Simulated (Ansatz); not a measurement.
Species: C3H8FSi (charge -1, singlet). It need not be the lowest isomer of its formula. Whether it binds its extra electron was not tested at this geometry. 
Coordinates optimised at B3LYP-D3(BJ)/def2-TZVP (Ansatz, an electronic-structure program):
```
Si
F 1 1.6839
C 1 1.7468 2 121.74
H 3 1.0889 1 121.13 2 -77.54
H 3 1.0889 4 113.40 1 -156.86
C 1 1.9049 2 98.89 3 124.87
H 6 1.0929 1 111.00 2 159.96
H 6 1.0946 7 107.50 1 -120.27
H 6 1.0949 7 108.56 8 -116.27
C 1 1.9049 2 98.89 6 110.26
H 10 1.0929 1 111.00 2 -159.96
H 10 1.0946 11 107.50 1 120.27
H 10 1.0949 11 108.56 12 116.27
```
Charge -1, spin multiplicity 1.

Basis-set convergence of Hartree-Fock and MP2 correlation energies (hartree) with Ansatz. Correlated levels leave the core frozen unless marked. Spin-orbit coupling is left out. Non-relativistic. This anion needs diffuse functions, which these sets lack.

```json
[
 {"basis": "cc-pV(D+d)Z", "functions": "119", "E(HF)": "-506.68273", "E(corr, MP2)": "-0.73095"},
 {"basis": "cc-pV(T+d)Z", "functions": "271", "E(HF)": "-506.77816", "E(corr, MP2)": "-0.92645"},
 {"basis": "cc-pV(Q+d)Z", "functions": "524", "E(HF)": "…", "E(corr, MP2)": "…"}
]
```

Fill in the missing entries.


- cc-pV(Q+d)Z, E(HF): -506.80221
- cc-pV(Q+d)Z, E(corr, MP2): -0.99607
